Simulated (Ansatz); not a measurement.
AlF3, singlet, geometry from GFN2-xTB (such geometries of metal compounds can be far from the true shape).

Here is a job for Ansatz (an electronic-structure program).
Ansatz 0.2 input:
```yaml
crystal:
  periodic: [false, false, false]
  atoms:
    - {symbol: Al, position_ang: [0.00000000, -0.00000000, -0.00000000]}
    - {symbol: F, position_ang: [-0.02093275, 1.63085400, 0.03791596]}
    - {symbol: F, position_ang: [1.42318261, -0.79710311, -0.02717492]}
    - {symbol: F, position_ang: [-1.40224986, -0.83375089, -0.01074104]}
basis:
  gaussian:
    orbitals: def2-SVPD
hamiltonian:
  xc: r2scan
```

Problem. Estimate the total energy that R2SCAN/def2-SVPD run with Ansatz returns for this input.

Solution. -541.7436 Eh

Problem. Predict the number of basis functions from R2SCAN/def2-SVPD.

Solution. 93
